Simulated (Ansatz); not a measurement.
**Energy profile**

The step: SiH₄O ([OH][SiH3]) + BH₂Cl ([BH2][Cl]) → BSiH₅O ([BH2][O][SiH3]) + HCl; bonds formed: Cl2–H5; dative contacts that become bonds: B1–O6; bonds broken: B1–Cl2, H5–O6 (atoms numbered as in the saddle structure below).

```
atom    x (Å)    y (Å)    z (Å)
  B1  -1.2883   0.3210  -0.2368
 Cl2  -1.8131  -1.7934  -0.3040
  H3  -2.2105   0.7983   0.3465
  H4  -1.0309   0.6141  -1.3682
  H5  -0.6775  -1.2406   0.4466
  O6  -0.1324  -0.0534   0.6127
 Si7   1.4585   0.2719   0.2022
  H8   2.2913  -0.2940   1.2864
  H9   1.7809  -0.3649  -1.0977
 H10   1.6220   1.7409   0.1123
```

Electronic energies by CCSD(T) at an estimated basis limit (MP2 extrapolated from triple and quadruple zeta, plus CCSD(T) − MP2 in triple zeta), on PBE0-D4/def2-TZVP structures; BSiH6ClO, singlet; no counterpoise correction. Computed with Ansatz 0.2.0 (basis: def2-TZVPP and def2-QZVPP); correlated methods freeze the cores. Extrapolation: Hartree–Fock as exp(−7.88 √X), correlation as X^−2.97.

Question: Give the profile in kcal/mol, counted from the separated reactants. (To be estimated.)

Answer: Computed:
```tsv
point	kcal/mol
separated: BH2Cl (linked as [BH2][Cl]; B1, Cl2, H3, H4; singlet) + SiH4O (linked as [OH][SiH3]; H5, O6, Si7, H8, H9, H10; singlet)	0.00
start structure	-12.39
saddle	7.09
end structure	-14.42
separated: BSiH5O (linked as [BH2][O][SiH3]; B1, H3, H4, O6, Si7, H8, H9, H10; singlet) + HCl (Cl2, H5; singlet)	-10.39
```

T1 diagnostic: at most 0.013.

The step is the kind of ligand exchange by which a precursor binds to a hydroxyl group, or is hydrolysed, in atomic layer deposition of oxides.

For scale, one of the runs: CCSD(T)/def2-TZVPP, 230 basis functions, launched by `ansatz run in.yaml --threads 4 --pin off --events-out ev --progress --plain --max-ram 9574MiB`. The run took 100 s on 4 CPU threads of an Intel Xeon (shared host), with 3.8 GiB of host memory at its peak.
